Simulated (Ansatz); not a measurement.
Total energies of Si21H30 from Ansatz at PBE0-D4/def2-SVP, gas phase (1 Eh = 27.2114 eV = 2625.5 kJ/mol). The reference geometry is relaxed at r2SCAN-D4/def2-SVP.

```xyz
51

Si    1.0329    2.9686   -3.3104
Si   -2.9267   -2.3172   -1.9562
Si   -2.3693    1.2508   -2.7823
Si    0.7679   -0.4553   -1.8172
Si   -0.3671   -1.9506    1.6170
Si    1.4862    1.0571   -0.0849
Si   -2.0227   -0.3218    0.9986
Si    3.7362   -1.2859    1.5752
Si    1.3466    0.2036    4.0124
Si   -1.1547    3.6032   -0.2591
Si   -0.5731   -2.4077   -2.0376
Si    1.8504   -2.5922    1.0385
Si   -0.1462    0.9486   -3.4832
Si    3.7740    0.5865    0.1501
Si    1.0556    3.2059   -0.9762
Si   -3.6378   -0.6200   -3.4082
Si   -3.7018   -1.7601    0.1922
Si   -2.3249    1.5581   -0.4400
Si   -0.1485   -1.6063    3.9339
Si    0.8996    1.5834    2.1573
Si    3.5519   -0.5714    3.8034
H     0.3564    4.1072   -4.0081
H     2.4244    2.8194   -3.8448
H    -3.4090   -3.6666   -2.4026
H    -2.9414    2.5185   -3.3477
H     2.0941   -0.9386   -2.3400
H    -1.1094   -3.2416    1.3984
H    -2.4576    0.2334    2.3258
H     4.9298   -2.1767    1.3871
H     1.1688    1.0523    5.2371
H    -1.8604    4.5292   -1.2056
H    -1.2116    4.2096    1.1063
H    -0.2301   -2.7260   -3.4669
H    -0.1138   -3.5681   -1.2164
H     1.9957   -3.0127   -0.3877
H     1.9385   -3.8409    1.8713
H    -0.0793    0.2975   -4.8322
H     4.4302    0.2734   -1.1574
H     4.4931    1.7303    0.7979
H     2.0194    4.2270   -0.4535
H    -3.3711   -0.9722   -4.8396
H    -5.1023   -0.3555   -3.2399
H    -5.0246   -1.0639    0.0879
H    -3.8589   -2.9731    1.0541
H    -3.7497    1.8480   -0.0469
H    -1.4533   -1.2559    4.5764
H     0.4274   -2.8087    4.6173
H    -0.5213    2.0422    2.2447
H     1.7505    2.8127    2.3211
H     3.8087   -1.7044    4.7487
H     4.5284    0.5270    4.0919
```

| state | geometry | energy (Eh) |
| --- | --- | --- |
| charge 0 singlet | reference | -6093.25449 |
| charge 1 doublet | reference | -6092.95258 |
| charge -1 doublet | reference | -6093.27847 |
| charge -1 doublet | relaxed at r2SCAN-D4/def2-SVP | -6093.30834 |
| charge 0 triplet | relaxed at r2SCAN-D4/def2-SVP | -6093.16322 |
| free Si atom (triplet) | – | -289.15194 |
| free H atom (doublet) | – | -0.50029 |

Single mean-field runs in def2-SVP are fitted with def2-universal-jkfit.

(1) Work out the vertical ionisation energy to the doublet.

(2) Work out the vertical electron affinity, to the doublet.

(3) Give the fundamental gap IE − EA, the Mulliken electronegativity (IE + EA)/2 and the hardness (IE − EA)/2.

(4) How much does the charge -1 doublet relax, and what is the adiabatic electron affinity?

(5) Which of the charge 0 states is lowest, and how far above it are the others?

(6) What is the binding energy per atom against free atoms?

(1) E(charge 1 doublet) − E(charge 0 singlet) = -6092.95258 − (-6093.25449) = 0.30191 Eh = 8.22 eV. For comparison, −ε of the highest occupied level is 7.14 eV at this level, 1.08 eV less.

(2) E(charge 0 singlet) − E(charge -1 doublet) = -6093.25449 − (-6093.27847) = 0.02398 Eh = 0.65 eV. The basis lacks diffuse functions, which makes affinities too small.

(3) From the values in Eh: IE − EA = 0.30191 − 0.02398 = 0.27793 Eh = 7.56 eV; (IE + EA)/2 = 4.43 eV; (IE − EA)/2 = 3.78 eV. The HOMO–LUMO gap of the same run is 5.62 eV, 1.94 eV smaller than the fundamental gap.

(4) Relaxation: -6093.27847 − (-6093.30834) = 0.02987 Eh = 0.81 eV. Adiabatic electron affinity: 0.05385 Eh = 1.47 eV, without zero-point energy. 

(5) The singlet. triplet: -6093.16322 − (-6093.25449) = 0.09127 Eh = 239.6 kJ/mol. The triplet differs in its bonds from the reference.

(6) Atoms: 21 × (-289.15194) + 30 × (-0.50029) = -6087.19944 Eh. Binding: -6087.19944 − (-6093.25449) = 6.05505 Eh = 164.77 eV, or 3.23 eV for each of 51 atoms (no zero-point energy, no counterpoise term).

At PBE0-D4/def2-SVP the highest occupied level of the charge -1 doublet lies above zero (up to 0.39 eV). By energy differences its removal costs 0.65 eV (vertical, to the charge 0 singlet, at PBE0-D4/def2-SVP); self-interaction error and the lack of diffuse functions both raise the level.
